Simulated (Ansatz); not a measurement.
BBrH₄N₂ (`NB(N)Br`). Total charge 0; spin multiplicity 1.

```xyz
8

N    -0.653    1.067   -0.247
B     0.310    0.052   -0.180
N     0.168   -1.148    0.529
Br    1.984    0.331   -1.153
H    -0.503    1.910   -0.770
H    -1.543    1.018    0.216
H     0.889   -1.845    0.546
H    -0.652   -1.385    1.059
```

Q: What are the harmonic wavenumbers in cm⁻¹ at PBE0-D4/def2-TZVP (Ansatz, finite differences of forces, unscaled)? (Best estimate.)

A: The calculation gave: 278, 309, 336, 372, 377, 503, 530, 583, 871, 940, 1227, 1446, 1627, 1630, 3640, 3644, 3747, 3747.

Q: Is this a minimum?

A: Yes, all 18 modes are real.

Q: Give the ideal-gas thermochemistry at 298.15 K and 1 bar (rigid rotor, harmonic oscillator; point group C2v, symmetry number 2).

A: Zero-point energy 154.4 kJ/mol; H(298) − E = 171.2 kJ/mol; entropy 307.3 J/(mol·K), of which translation 168.8, rotation 103.6, vibration 34.9; G(298) − E = 79.6 kJ/mol.

Q: And at 400, 500, 600, 800 and 1000 K?

A: 
```
T (K)  H − E (kJ/mol)  S (J/mol/K)  G − E (kJ/mol)
  400           180.8        334.9            46.8
  500           191.4        358.5            12.1
  600           202.9        379.5           -24.8
  800           228.0        415.5          -104.4
 1000           255.1        445.7          -190.6
```
